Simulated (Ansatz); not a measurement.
Reaction (formal exchange of groups at the Se–Si bond): `O[SiH](F)[SeH]` + `CSCF` → `CSC[SeH]` + `O[SiH](F)F`

Isolated molecules relaxed with PBE0-D4/def2-TZVP in Ansatz; ΔE leaves out vibrations. CBS: MP2 limit from def2 TZ/QZ plus the TZ coupled-cluster correction, frozen cores. Functionals use def2-TZVPP. For Se outer-core shells are correlated without core-valence functions, which leaves a few kJ/mol of doubt a bond. Scalar relativity is left out up to krypton. Each species was taken in one conformer, which may not be the lowest.

```json
{"level": "ωB97M-V", "ΔE (kJ/mol)": "-126.0"}
{"level": "r2SCAN", "ΔE (kJ/mol)": "-122.9"}
{"level": "CCSD/def2-TZVPP", "ΔE (kJ/mol)": "-138.2"}
{"level": "HF/def2-QZVPP", "ΔE (kJ/mol)": "-133.8"}
```

**Question.** What does CCSD(T)/CBS give? (Estimate.)

**Answer.** Computed: -137.1 kJ/mol. The listed levels differ from it by 11.1, 14.2, -1.1, 3.3 kJ/mol.

Largest T1 diagnostic among the species: 0.011.

In def2-TZVPP, CCSD(T) changes the Hartree–Fock value by −6.6 kJ/mol (the triples alone add +0.2 kJ/mol) and MP2 by −16.5 kJ/mol. The D4 term adds −3.4 kJ/mol with B3LYP and −1.8 kJ/mol with PBE0; it sums over pairs of atoms, weighted by their polarisabilities, and B3LYP, whose exchange is more repulsive, gets the larger term. From PBE to PBE0 (25 % exact exchange), in def2-TZVPP and without D4, ΔE moves by −6.2 kJ/mol.

B3LYP here is the variant with VWN-RPA as its local correlation; programs differ in this.
